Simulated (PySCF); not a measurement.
## [Yb(NH3)3]2+ at several levels of theory

Computed with PySCF 2.14.0 (density fitting, no spin-orbit coupling) at the geometry relaxed with PBE0:

```xyz
13
[Yb(NH3)3]2+ (singlet in the valence; each metal's 4f electrons, 14 of them, lie in its core potential, out of spins and levels)
Yb    0.0000    0.0000    0.0000
N     2.5693    0.0001    0.0000
H     3.0028   -0.4657    0.8066
H     3.0028   -0.4657   -0.8066
H     3.0028    0.9313    0.0000
N    -1.2847    2.2251    0.0000
H    -1.0981    2.8333    0.8066
H    -1.0981    2.8333   -0.8066
H    -2.3080    2.1349    0.0000
N    -1.2846   -2.2251    0.0000
H    -1.9047   -2.3676    0.8066
H    -1.9047   -2.3676   -0.8066
H    -0.6949   -3.0662    0.0000
```

| level | basis | state | HOMO (eV) | gap (eV) | charge on Yb1 (e) | population of f-type functions on Yb1 (polarisation alone where 4f lies in the core) | dipole about the centre of mass (D) | largest force component (eV/Å) |
| --- | --- | --- | --- | --- | --- | --- | --- | --- |
| PBE0 | Yb lcecp-0-SVP with ECP60, N def2-SVP, H def2-SVP | singlet | – | – | 1.24 | 0.00 | 0.00 | 0.01 |
| r2SCAN | the same | singlet | – | – | 1.24 | 0.00 | 0.00 | 0.13 |
| PBE0 | Yb lcecp-0-TZVP with ECP60, N def2-TZVP, H def2-TZVP | singlet | – | – | 1.61 | 0.01 | 0.00 | 0.36 |

In the lcecp rows the 4f levels are missing from HOMO and gap, and the state counts the valence alone.

Charges are Mulliken's, which hang on the basis. The relaxation used the grid (50, 194), these runs (75, 302) or, all-electron (x2c bases, spin-free X2C Hamiltonian), (99, 590).

Q: What does BLYP with Yb lcecp-0-SVP with ECP60, N def2-SVP, H def2-SVP give here?

A: state singlet, charge on Yb1 (e) 1.11, population of f-type functions on Yb1 (polarisation alone where 4f lies in the core) 0.00, dipole about the centre of mass (D) 0.00, largest force component (eV/Å) 0.43. Time: 10 s on 2 threads of Arm Neoverse V2, on a shared host, from an already converged density.

A frequency check found unstable modes (4, the lowest at -58 cm⁻¹), so the relaxed geometry is probably a saddle point. An lcecp potential fixes the number of 4f electrons, so in runs with it no electron can move into or out of that shell.
